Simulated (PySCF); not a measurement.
NP, charge +1, multiplicity 2. Atoms are numbered in the order given.

```xyz
2

N      0.0000     0.0000    -1.0055
P      0.0000     0.0000     0.4693
```
Charge +1, spin multiplicity 2.

The structure is a stationary point at B3LYP-D3(BJ)/def2-TZVPD. The spin state was assumed, not searched.

The numbers are results of PBE/def2-TZVPD run with PySCF, not measurements.

Mulliken values depend strongly on the basis, most of all with diffuse functions as here. ESP charges are fitted to the potential on shells at 1.4 to 2.0 van der Waals radii. Atomic charges (e):

```tsv
atom	ESP fit	meta-Löwdin	Mulliken	Mulliken spin
N1	0.04	-0.04	0.17	0.86
P2	0.96	1.04	0.83	0.14
```
